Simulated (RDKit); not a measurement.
RDKit input (UFF):

```python
from rdkit import Chem
from rdkit.Chem import AllChem, rdDetermineBonds

mol = Chem.MolFromXYZFile('mol.xyz')
rdDetermineBonds.DetermineBonds(mol, charge=0)
print('SMILES', Chem.MolToSmiles(Chem.RemoveHs(mol)))
ff = AllChem.UFFGetMoleculeForceField(mol)
e0 = ff.CalcEnergy()
flag = ff.Minimize(maxIts=5000, forceTol=1e-5)
print(f'energy {e0:.4f} -> {ff.CalcEnergy():.4f} kcal/mol, converged: {flag == 0}')
print(Chem.MolToXYZBlock(mol))
```
mol.xyz:
```
3

F     -1.46765236    -0.29091169     0.03213502
C     -0.59791644     0.67053518    -0.01923397
Cl     0.98802176    -0.08264740    -0.01022420
```

Task: Which steric energies does it print, before and after the minimisation?

Result: 3.32 and 0.00 kcal/mol. They count from the force field's own zero for this bonding and are no heats of formation.
